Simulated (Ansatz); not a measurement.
Z-matrix (Å, degrees):
```
Si
C 1 1.6885
H 2 1.0821 1 123.80
H 2 1.0843 3 116.81 1 -179.98
H 1 1.4723 2 125.56 3 -180.00
Cl 1 2.0303 5 110.58 2 -179.98
```
Charge 0, spin multiplicity 1.

Computed with frozen-core CCSD(T)/def2-TZVPP // PBE0-D3(BJ)/def2-TZVP (Ansatz, a program for electronic structure). The restricted HF reference is unstable towards unrestricted orbitals.

```
Property                       Result
----------------------  -------------
HF energy               -788.07358 Ha
MP2 correlation energy    -0.47426 Ha
```

Problem. Estimate the CCSD correlation energy, the (T) correction, the total energy and the T1 diagnostic.

Solution. 
```yaml
CCSD correlation energy: -0.51170 Ha
"(T) correction": -0.02351 Ha
CCSD(T) total energy: -788.60878 Ha
T1 diagnostic: 0.012
```
